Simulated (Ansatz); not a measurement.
(CuH)n off (charge +1): vertical EA (eV) at several levels, gas phase, relaxed structures; Ansatz. Clusters are the lowest isomers that short searches found in that spin, judged at the geometry's level. Singlets are spin-restricted. The spins of the ions were chosen, not always searched. The structures are stationary points that may keep the symmetry of their start. Remarks come from the PBE and PBE0 runs and from stability tests at other levels; not every state was tested. HOMO above LUMO (over both spins in singlets and doublets, within one spin in higher multiplets; at PBE or PBE0), or a gap under 0.15 eV within one spin, warns that the state may not be the lowest or that an electron is smeared out.

```json
{"species": "Cu2H⁺", "state": "singlet to doublet", "geometry": "PBE-D4/def2-TZVP", "r2SCAN-D4/def2-TZVP": "6.25", "PBE0-D4/def2-TZVP": "5.89", "remarks": "–"}
{"species": "Cu3H2⁺", "state": "singlet to doublet", "geometry": "B3LYP-D4/def2-TZVP", "r2SCAN-D4/def2-TZVP": "5.58", "PBE0-D4/def2-TZVP": "5.23", "remarks": "gap within one spin near zero at PBE or PBE0 (neutral doublet)"}
{"species": "Cu3H3⁺", "state": "doublet to singlet", "geometry": "r2SCAN-D4/def2-SVP", "r2SCAN-D4/def2-TZVP": "7.87", "PBE0-D4/def2-TZVP": "8.16", "remarks": "–"}
```

Estimate the column for PBE-D4/def2-TZVP.

Cu2H⁺ 6.38; Cu3H2⁺ 5.71; Cu3H3⁺ 7.97.

Over the 3 species that have every level, the mean is 6.69 at PBE-D4/def2-TZVP, 6.57 at r2SCAN-D4/def2-TZVP, 6.42 at PBE0-D4/def2-TZVP.
